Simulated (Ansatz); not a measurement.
One change: `CCBO[SiH3]` becomes `C[SiH2]BO[SiH3]`.

Ansatz, PBE0-D4/def2-TZVP geometries, multiplicity 1. Each molecule was computed in one conformer, which needn't be the lowest.

```csv
property,`CCBO[SiH3]`
LUMO energy (ωB97M-V/def2-TZVPP) / eV,1.68
HOMO energy (ωB97M-V/def2-TZVPP) / eV,-10.41
size of the dipole moment (PBE/def2-TZVPP) / D,0.26
HOMO energy (B3LYP/def2-TZVPP) / eV,-7.88
LUMO energy (PBE/def2-TZVPP) / eV,-1.19
HOMO–LUMO gap (ωB97M-V/def2-TZVPP) / eV,12.09
```

Question: Give the same properties after the change, and the shifts. (An estimate is asked.)

Answer: The calculation gave: 
```json
{"property": "LUMO energy (ωB97M-V/def2-TZVPP) / eV", "`C[SiH2]BO[SiH3]`": "0.74", "shift": "-0.94"}
{"property": "HOMO energy (ωB97M-V/def2-TZVPP) / eV", "`C[SiH2]BO[SiH3]`": "-9.56", "shift": "0.85"}
{"property": "size of the dipole moment (PBE/def2-TZVPP) / D", "`C[SiH2]BO[SiH3]`": "1.22", "shift": "0.96"}
{"property": "HOMO energy (B3LYP/def2-TZVPP) / eV", "`C[SiH2]BO[SiH3]`": "-7.20", "shift": "0.68"}
{"property": "LUMO energy (PBE/def2-TZVPP) / eV", "`C[SiH2]BO[SiH3]`": "-2.14", "shift": "-0.95"}
{"property": "HOMO–LUMO gap (ωB97M-V/def2-TZVPP) / eV", "`C[SiH2]BO[SiH3]`": "10.30", "shift": "-1.79"}
```

With PBE0 the HOMO rises by 0.69 eV and the LUMO falls by 1.00 eV, so the gap narrows by about 1.69 eV. PBE moves the HOMO by 0.53 eV and ωB97M-V by 0.85 eV. Dipoles are sizes alone; their direction can turn.

B3LYP here is the variant with VWN-RPA as its local correlation; programs differ in this.
